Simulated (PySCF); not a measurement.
# The halides of bismuth, BiCl₂⁺ to BiI₂⁺

Level: PBE0 in the def2-TZVP basis family, computed in PySCF with density fitting; scalar-relativistic core potentials for atoms from Rb on, none lighter, no spin–orbit coupling; open shells unrestricted.

Each entry is the lowest minimum that a search over a few typed start shapes (and spin states, where more than one is plausible) found, or that minimum re-optimised at the stated level; isomers with ligand–ligand bonds, or fragments after loss of a ligand pair, can lie lower.

```csv
molecule,2S+1,point group,mean bond to Bi (Å),polar-tensor charge of Bi,gap (eV),distinct angles (°),dipole (D)
BiCl₂⁺,?,?,?,?,?,?,?
BiBr₂⁺,1,C2v,2.493,1.48,3.91,101,2.60
BiI₂⁺,1,C2v,2.696,1.27,3.15,102,2.05
```

Fill in the row of BiCl₂⁺.

2S+1: 1; point group: C2v; mean bond to Bi (Å): 2.342; polar-tensor charge of Bi: 1.65; gap (eV): 4.60; distinct angles (°): 99; dipole (D): 2.30.

The bond lengthens at every step; the largest change, 0.203 Å, falls between BiBr₂⁺ and BiI₂⁺ among the members listed.

Spin–orbit coupling can matter for BiCl₂⁺, BiBr₂⁺, BiI₂⁺.

Left out of the table are members whose search was unfinished or whose lowest solution was spin-contaminated, unstable, very soft or bonded differently.
